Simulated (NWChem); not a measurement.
System: C4H6S; SMILES C1SCCC=1

Here is an NWChem input.

```
start job
memory heap 200 mb stack 900 mb global 1100 mb
geometry units angstroms noautosym nocenter noautoz
  C      0.880046    -1.176853     0.104800
  C      1.265589     0.102136     0.022949
  S     -0.032572     1.256993    -0.252359
  C     -1.272972    -0.045065     0.113707
  C     -0.589720    -1.392884    -0.131747
  H      1.580775    -2.002903     0.244860
  H      2.290846     0.472326     0.087952
  H     -1.566814     0.063016     1.169902
  H     -2.160305     0.115742    -0.513496
  H     -0.746436    -1.729894    -1.174987
  H     -1.020491    -2.172171     0.517426
end
basis spherical
  C library sto-3g
  S library sto-3g
  H library sto-3g
end
dft
  xc hfexch
  iterations 150
end
property
  shielding
end
task dft property
```

Parts of the log:

```
             Northwest Computational Chemistry Package (NWChem) 7.3.0
             --------------------------------------------------------

                             Geometry "geometry" -> ""
                             -------------------------

 Output coordinates in angstroms (scale by  1.889725989 to convert to a.u.)

  No.       Tag          Charge          X              Y              Z
 ---- ---------------- ---------- -------------- -------------- --------------
    1 C                    6.0000     0.88004600    -1.17685300     0.10480000
    2 C                    6.0000     1.26558900     0.10213600     0.02294900
    3 S                   16.0000    -0.03257200     1.25699300    -0.25235900
    4 C                    6.0000    -1.27297200    -0.04506500     0.11370700
    5 C                    6.0000    -0.58972000    -1.39288400    -0.13174700
    6 H                    1.0000     1.58077500    -2.00290300     0.24486000
    7 H                    1.0000     2.29084600     0.47232600     0.08795200
    8 H                    1.0000    -1.56681400     0.06301600     1.16990200
    9 H                    1.0000    -2.16030500     0.11574200    -0.51349600
   10 H                    1.0000    -0.74643600    -1.72989400    -1.17498700
   11 H                    1.0000    -1.02049100    -2.17217100     0.51742600

 Effective nuclear repulsion energy (a.u.)     216.9021884559

  xc_inp: hfexch multiplicative factor not found.
                              NWChem Property Module
                              ----------------------

  itol2e modified to match energy
  convergence criterion.

                                 NWChem DFT Module
                                 -----------------

 Summary of "ao basis" -> "ao basis" (spherical)
 ------------------------------------------------------------------------------
       Tag                 Description            Shells   Functions and Types
 ---------------- ------------------------------  ------  ---------------------
 C                           sto-3g                  3        5   2s1p
 S                           sto-3g                  5        9   3s2p
 H                           sto-3g                  1        1   1s

  itol2e modified to match energy
  convergence criterion.

            General Information
            -------------------
          SCF calculation type: DFT
          Wavefunction type:  closed shell.
          No. of atoms     :    11
          No. of electrons :    46
           Alpha electrons :    23
            Beta electrons :    23
          Charge           :     0
          Spin multiplicity:     1
          Use of symmetry is: off; symmetry adaption is: off
          Maximum number of iterations: 150
          AO basis - number of functions:    35
                     number of shells:    23
          Convergence on energy requested:  1.00D-07
          Convergence on density requested:  1.00D-05
          Convergence on gradient requested:  5.00D-04

              XC Information
              --------------
                     Hartree-Fock (Exact) Exchange  1.000

      Superposition of Atomic Density Guess
      -------------------------------------

 Sum of atomic energies:        -544.62461397

      Non-variational initial energy
      ------------------------------

 Total energy =    -545.731077
 1-e energy   =   -1186.517369
 2-e energy   =     423.884104
 HOMO         =      -0.033741
 LUMO         =       0.269690

   convergence    iter        energy       DeltaE   RMS-Dens  Diis-err
 ---------------- ----- ----------------- --------- --------- ---------
 d= 0,ls=0.0,diis     1   -546.2247005132 -7.63D+02  1.85D-02  2.20D-01
 d= 0,ls=0.0,diis     2   -546.2709918682 -4.63D-02  5.02D-03  2.40D-02
 d= 0,ls=0.0,diis     3   -546.2750993335 -4.11D-03  2.01D-03  1.65D-03
 d= 0,ls=0.0,diis     4   -546.2755554921 -4.56D-04  3.25D-04  1.42D-04
 d= 0,ls=0.0,diis     5   -546.2755818036 -2.63D-05  2.53D-04  9.67D-06
  Resetting Diis
 d= 0,ls=0.0,diis     6   -546.2755877299 -5.93D-06  6.36D-05  9.93D-07
 d= 0,ls=0.0,diis     7   -546.2755881042 -3.74D-07  1.09D-05  8.39D-08
 d= 0,ls=0.0,diis     8   -546.2755881292 -2.50D-08  7.66D-06  1.64D-08

         Total DFT energy =     -546.275588129231
      One electron energy =    -1185.032941452672
           Coulomb energy =      469.981556004298
    Exchange-Corr. energy =      -48.126391136773
 Nuclear repulsion energy =      216.902188455916

 Numeric. integr. density =        0.000000000000

                       DFT Final Molecular Orbital Analysis
                       ------------------------------------

 Vector   21  Occ=2.000000D+00  E=-3.636633D-01
              MO Center=  3.6D-01,  4.2D-01, -1.8D-01, r^2= 2.6D+00
   Bfn.  Coefficient  Atom+Function         Bfn.  Coefficient  Atom+Function
  ----- ------------  ---------------      ----- ------------  ---------------
    19      0.491234   3 S  pz               10      0.391097   2 C  pz
    18     -0.331757   3 S  py                5      0.328766   1 C  pz
    16     -0.297171   3 S  s                 9      0.195534   2 C  py
     8     -0.190052   2 C  px               23      0.176292   4 C  py
    15     -0.154629   3 S  pz               34      0.126102  10 H  s

 Vector   22  Occ=2.000000D+00  E=-3.464820D-01
              MO Center=  1.2D-01,  5.3D-01, -5.0D-02, r^2= 2.8D+00
   Bfn.  Coefficient  Atom+Function         Bfn.  Coefficient  Atom+Function
  ----- ------------  ---------------      ----- ------------  ---------------
    18      0.597806   3 S  py               10      0.365900   2 C  pz
    16      0.322707   3 S  s                 5      0.250183   1 C  pz
    23     -0.230582   4 C  py               19      0.227774   3 S  pz
    14     -0.192781   3 S  py               22     -0.193323   4 C  px
    35     -0.190632  11 H  s                28      0.163173   5 C  py

[...]

          -----------------------------------------
          Chemical Shielding Tensors (GIAO, in ppm)
          -----------------------------------------

                                NWChem CPHF Module
                                ------------------

  scftype          =     RHF
  nclosed          =       23
  nopen            =        0
  variables        =      276
  # of vectors     =        3
  tolerance        = 0.10D-03
  level shift      = 0.00D+00
  max iterations   =       50
  max subspace     =       30

 SCF residual:    1.1737065234247416E-004

Iterative solution of linear equations
  No. of variables      276
  No. of equations        3
  Maximum subspace       30
        Iterations       50
       Convergence  1.0D-04

   iter   nsub   residual    time
   ----  ------  --------  ---------
     1      3    1.62D+00       6.0
     2      6    2.68D-01       6.2
     3      9    3.70D-02       6.5
     4     12    7.13D-03       6.8
     5     15    1.19D-03       7.1
     6     18    1.87D-04       7.5
     7     21    2.51D-05       7.8

      Atom:    1  C
        Diamagnetic
    262.7264      1.5400      3.2843
      1.5400    262.0543     -1.8460
      3.2843     -1.8460    236.2119

        Paramagnetic
   -225.2860     32.0901    -28.2891
     32.0901   -103.2754     14.7871
    -28.2891     14.7871    -40.3123

        Total Shielding Tensor
     37.4404     33.6302    -25.0048
     33.6302    158.7789     12.9411
    -25.0048     12.9411    195.8996

           isotropic =     130.7063
          anisotropy =     106.0709

          Principal Components and Axis System
                 1           2           3
              201.4202    166.3545     24.3441

      1        -0.1046      0.2803      0.9542
      2         0.2124      0.9436     -0.2539
      3         0.9716     -0.1761      0.1582

      Atom:    2  C
        Diamagnetic
    263.9765     -0.6259      2.5474
     -0.6259    265.5269     -2.8402
      2.5474     -2.8402    239.6136

        Paramagnetic
   -253.3163      8.4430    -29.7551
      8.4430   -141.3734      5.0849
    -29.7551      5.0849    -41.7807

        Total Shielding Tensor
     10.6601      7.8171    -27.2077
      7.8171    124.1535      2.2448
    -27.2077      2.2448    197.8329

           isotropic =     110.8822
          anisotropy =     136.2625

          Principal Components and Axis System
                 1           2           3
              201.7239    124.6876      6.2351

      1        -0.1404      0.0695      0.9877
      2         0.0145      0.9976     -0.0682
      3         0.9900     -0.0048      0.1410

      Atom:    3  S
        Diamagnetic
   1046.3301     -0.1052     -0.1542
     -0.1052   1045.8498     -2.7191
     -0.1542     -2.7191   1033.7537

        Paramagnetic
   -173.1873    -70.2452     17.8038
    -70.2452   -444.5586     -0.5193
     17.8038     -0.5193   -405.8808

        Total Shielding Tensor
    873.1428    -70.3504     17.6496
    -70.3504    601.2912     -3.2383
     17.6496     -3.2383    627.8730

           isotropic =     700.7690
          anisotropy =     286.0766

          Principal Components and Axis System
                 1           2           3
              891.4868    626.6803    584.1400

      1         0.9694     -0.0602      0.2378
      2        -0.2358      0.0395      0.9710
      3         0.0678      0.9974     -0.0241

      Atom:    4  C
        Diamagnetic
    251.6580     -0.7658     -1.6204
     -0.7658    252.1738      0.1332
     -1.6204      0.1332    241.4870

        Paramagnetic
    -34.2543      5.1751     -6.4116
      5.1751    -25.7055     -2.2048
     -6.4116     -2.2048    -61.0305

        Total Shielding Tensor
    217.4037      4.4093     -8.0320
      4.4093    226.4683     -2.0716
     -8.0320     -2.0716    180.4564

           isotropic =     208.1095
          anisotropy =      31.0391

          Principal Components and Axis System
                 1           2           3
              228.8022    216.7674    178.7588

      1         0.4245      0.8829      0.2008
      2         0.8988     -0.4377      0.0240
      3        -0.1090     -0.1703      0.9793

      Atom:    5  C
        Diamagnetic
    250.4652     -0.3060      0.8406
     -0.3060    249.2259      1.4254
      0.8406      1.4254    237.6753

        Paramagnetic
    -27.4575     -2.3335      1.1352
     -2.3335    -31.8168      2.5129
      1.1352      2.5129    -49.1337

        Total Shielding Tensor
    223.0077     -2.6395      1.9758
     -2.6395    217.4090      3.9383
      1.9758      3.9383    188.5416

           isotropic =     209.6528
          anisotropy =      21.6113

          Principal Components and Axis System
                 1           2           3
              224.0603    217.0365    187.8615

      1         0.9318      0.3571     -0.0659
      2        -0.3629      0.9216     -0.1376
      3         0.0116      0.1521      0.9883

      Atom:    6  H
        Diamagnetic
     33.9951     -8.2421      1.8731
     -8.2421     36.4829     -2.0169
      1.8731     -2.0169     23.6736

        Paramagnetic
     -7.3382      6.9902     -1.7307
      6.9902     -4.9350      1.6625
     -1.7307      1.6625      1.6587

        Total Shielding Tensor
     26.6569     -1.2519      0.1424
     -1.2519     31.5479     -0.3543
      0.1424     -0.3543     25.3323

           isotropic =      27.8457
          anisotropy =       6.0388

          Principal Components and Axis System
                 1           2           3
               31.8716     26.3580     25.3076

      1        -0.2345      0.9699     -0.0647
      2         0.9704      0.2376      0.0436
      3        -0.0577      0.0526      0.9969

      Atom:    7  H
        Diamagnetic
     42.8116      4.9743      1.4374
      4.9743     28.4606     -0.0477
      1.4374     -0.0477     23.4745

        Paramagnetic
    -14.9738     -4.0254     -1.8052
     -4.0254     -0.4035     -0.4228
     -1.8052     -0.4228      2.0753

        Total Shielding Tensor
     27.8378      0.9489     -0.3679
      0.9489     28.0571     -0.4705
     -0.3679     -0.4705     25.5497

           isotropic =      27.1482
          anisotropy =       2.7859

          Principal Components and Axis System
                 1           2           3
               29.0055     26.9931     25.4460

      1         0.6532      0.7513      0.0947
      2         0.7379     -0.6596      0.1431
      3        -0.1700      0.0236      0.9852

      Atom:    8  H
        Diamagnetic
     29.4686     -0.4816     -7.1213
     -0.4816     26.5271      1.3845
     -7.1213      1.3845     37.6227

        Paramagnetic
      0.7420      0.2097      0.8788
      0.2097      2.3076     -0.3875
      0.8788     -0.3875     -2.0683

        Total Shielding Tensor
     30.2106     -0.2719     -6.2425
     -0.2719     28.8347      0.9970
     -6.2425      0.9970     35.5544

           isotropic =      31.5332
          anisotropy =      12.3418

          Principal Components and Axis System
                 1           2           3
               39.7611     28.7847     26.0539

      1        -0.5467      0.1479      0.8242
      2         0.0896      0.9890     -0.1180
      3         0.8325     -0.0093      0.5539

      Atom:    9  H
        Diamagnetic
     39.1038     -1.8006      6.9543
     -1.8006     26.7409     -1.1928
      6.9543     -1.1928     27.8044

        Paramagnetic
     -0.9021      0.1856     -2.1650
      0.1856      2.1418      0.2984
     -2.1650      0.2984     -0.0764

        Total Shielding Tensor
     38.2017     -1.6150      4.7893
     -1.6150     28.8827     -0.8944
      4.7893     -0.8944     27.7279

           isotropic =      31.6041
          anisotropy =      13.1238

          Principal Components and Axis System
                 1           2           3
               40.3533     28.6130     25.8460

      1         0.9196      0.1788     -0.3499
      2        -0.1575      0.9835      0.0886
      3         0.3600     -0.0263      0.9326

      Atom:   10  H
        Diamagnetic
     26.7883      1.5028      3.4321
      1.5028     29.1590      6.6902
      3.4321      6.6902     36.3393

        Paramagnetic
      0.9742     -0.8436     -1.0165
     -0.8436      2.1251     -0.8940
     -1.0165     -0.8940     -1.4364

        Total Shielding Tensor
     27.7625      0.6592      2.4156
      0.6592     31.2841      5.7961
      2.4156      5.7961     34.9029

           isotropic =      31.3165
          anisotropy =      12.4674

          Principal Components and Axis System
                 1           2           3
               39.6281     28.0550     26.2664

      1         0.1942      0.7448      0.6384
      2         0.5699     -0.6153      0.5445
      3         0.7984      0.2581     -0.5440

      Atom:   11  H
        Diamagnetic
     29.0289      4.9838     -3.4745
      4.9838     35.6676     -6.2714
     -3.4745     -6.2714     27.9005

        Paramagnetic
      0.2760     -1.7646      0.9805
     -1.7646      0.9626      1.4377
      0.9805      1.4377      0.5029

        Total Shielding Tensor
     29.3049      3.2192     -2.4941
      3.2192     36.6302     -4.8336
     -2.4941     -4.8336     28.4034

           isotropic =      31.4462
          anisotropy =      13.2858

          Principal Components and Axis System
                 1           2           3
               40.3034     28.2294     25.8058

[...]
```

Level: Hartree-Fock/STO-3G, GIAO. STO-3G and 3-21G are far too small for this property and stand as cheap habits. All runs use the structure optimised with PBE0/def2-SVP. The printed shielding anisotropy is the first printed principal value minus the mean of the other two.
